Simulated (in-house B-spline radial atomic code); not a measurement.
The numbers below are computed, except where a source is named.
Ghost states of the separable form: Se

Se, [Ar] 3d10 4s2 4p4, non-relativistic PBE, spherical and spin-unpolarised, from a B-spline radial code for spherical atoms (atomic units; all potentials screened as in the neutral atom).

Troullier-Martins channels: 4s (ε = -0.6145, r_c = 1.595 bohr), 4p (ε = -0.2406, r_c = 1.763 bohr). In the Kleinman-Bylander form one channel serves as the local potential, and each other channel l becomes |δV u><u δV|/<u|δV|u>, with δV = V_l − V_local and u the pseudo-orbital. Its strength is E_KB = <u|δV²|u>/<u|δV|u>. By the analysis of Gonze, Stumpf and Scheffler a spurious state lies below the reference level ε if E_KB > 0 and ε is above the second level of the local potential alone, or if E_KB < 0 and ε is above its first. The table's levels are those of angular momentum l in a sphere of 9 bohr, whose wall can lift a shallow ε a little above its free-atom value.

```
local  channel    <u δV u>  <u δV² u>        ε  first local level  second local level
    p        s    0.025306    0.17138  -0.6145            -0.6827              0.0018
    s        p  -0.0043881   0.074745  -0.2406            -0.2435              0.0915
```

(1) Apply the rule to each row.

Diagonalising the separable Hamiltonian gives:

```tsv
local	channel	three lowest levels	all-electron, two lowest valence levels
p	s	-0.6145, 0.0161, 0.3007	-0.6145, 0.0159
s	p	-6.3161, -0.2406, 0.0915	-0.2406, 0.0912
```

(2) Which choices of local channel are safe?

Answers

(1) Local p, channel s: E_KB = +6.77, so ε = -0.6145 is set against 0.0018: no ghost. Local s, channel p: E_KB = -17, so ε = -0.2406 is set against -0.2435: a ghost.

(2) Free of ghosts: p. With s local the p channel has a ghost 6.08 hartree below ε, since the attractive projector pulls a state below the first local level. Among the safe choices the second level, which tests transfer, is off by at most 0.1 millihartree (p local). A small <u δV u> makes E_KB large and sensitive.
